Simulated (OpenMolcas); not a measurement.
Co2+: ligand-field states by method

Co2+ with 6 ligands (water) in octahedral coordination (Th) at 2.1 Å. Ligand basis ANO-RCC-VDZP.
```
Co    0.0000    0.0000    0.0000
O     2.1000    0.0000    0.0000
H     2.6770    0.7797    0.0000
H     2.6770   -0.7797    0.0000
O     0.0000    2.1000    0.0000
H     0.0000    2.6770    0.7797
H     0.0000    2.6770   -0.7797
O    -2.1000    0.0000    0.0000
H    -2.6770    0.7797    0.0000
H    -2.6770   -0.7797    0.0000
O     0.0000   -2.1000    0.0000
H     0.0000   -2.6770    0.7797
H     0.0000   -2.6770   -0.7797
O     0.0000    0.0000    2.1000
H     0.7797    0.0000    2.6770
H    -0.7797    0.0000    2.6770
O     0.0000    0.0000   -2.1000
H     0.7797    0.0000   -2.6770
H    -0.7797    0.0000   -2.6770
```

```yaml
Program: OpenMolcas 26.06
Basis: ANO-RCC-VTZP [6s5p3d2f1g]
Scalar_Hamiltonian: DKH2, point nucleus
Active_space: 7 electrons in 5 orbitals (3d)
State_averaging: 2S+1 = 4 even, 10 roots; 2S+1 = 2 even, 40 roots
Spin-orbit_coupling: RASSI with atomic mean-field integrals over the reference wave functions
```

I. CASSCF
II. SS-CASPT2, IPEA 0.25 Eh, imaginary shift 0.1 Eh (closed shells correlated: 3s 3p and the ligand valence shells)

Spin-free states (labels of O, taken over from Oh, the nearest higher group) in cm-1, each column counted from its own energy of the first state listed:

```tsv
State	Degeneracy	I	II
4T1	3	0	0
4T2	3	5770	7520
4A2	1	12622	15830
2E	2	15506	12570
2T1	3	20048	17000
2T2	3	20251	17240
4T1	3	22993	20320
2A1	1	23957	21680
2T1	3	25806	20380
2T2	3	28264	25160
2T1	3	28735	26510
2E	2	30731	28090
2T2	3	33699	30840
2E	2	33894	32550
2T1	3	34023	32680
2T2	3	46487	39010
2T1	3	47214	40720
2A2	1	48041	41220
2E	2	71647	61510
2T2	3	71718	61230
```

From I to II, I's first state of the same spin (4T2) moves from 5770 to 7520 cm-1, by about +1700 cm-1.

From I to II, I's first state of another spin (2E) moves from 15506 to 12570 cm-1, by about -2900 cm-1.

I: A least-squares ligand-field fit to the states below 45000 cm-1, each weighted by its degeneracy and with a free common offset, gives 10Dq = 6546 cm-1, B = 1217 cm-1 and C = 4477 cm-1 (C/B = 3.68), with an rms deviation of 106 cm-1. The same method and metal basis give the free ion B = 1229 cm-1 (fit to its terms below 60000 cm-1, rms deviation 20 cm-1), so the nephelauxetic ratio is β = 1217 / 1229 = 0.99; it hangs on how both fits weigh the states, and computed free-ion B values tend to be too large, so β mixes covalency with correlation.

χT at 300 K: I 3.62, II 3.55 cm3 K/mol.

Roots that are degenerate in the reference are averaged as groups; the widest CASPT2 spread within a group is 330 cm-1 (the 3-fold group of multiplicity 2 near 26500 cm-1 above the lowest state of its run, II). Shifts and gaps below about the spread of the groups concerned are not significant. Over all roots computed the reference weight is 0.69 to 0.70 in II; a low but even weight reflects the number of correlated electrons. An orbital triplet at a regular site is open to Jahn-Teller coupling, which can distort the site and quench the lowest spin-orbit gaps and is left out. Ligand-to-metal charge-transfer states are missing. Without dynamic correlation the repulsion within the d shell is too large (B by tens of per cent), so at a given field states of lower spin stand too high (holds for I). With no ligand orbital active B as a rule stays too high, so bands that hang on it stand too high and its fall with covalency is understated (holds for I). With metal d orbitals alone and no dynamic correlation the field as a rule comes out too small, by tens of per cent, by up to half for chloride and softer ligands, and with too little covalency χT stands high (holds for I). A single d shell leaves out the double-shell effect, which counts most for late 3d ions, where the CASPT2 field can be off either way by tens of per cent (holds for II). These CASPT2 states fit no ligand-field parameters well, so their order and spin gaps are uncertain (holds for II). For late 3d ions with one d shell CASPT2 can put B and the spin-flip bands somewhat low as well as high (holds for II). With one d shell and no ligand orbital active, 10Dq can be off by tens of per cent for divalent 3d ions, low with halides held by bare charges and at times high in hosts (holds for II). Free-ion shares, where given, are those of the reference states; single-state CASPT2 does not remix them (holds for II). No measured value stands beside these numbers; the geometry was imposed, not optimised, and the real ion may take another.
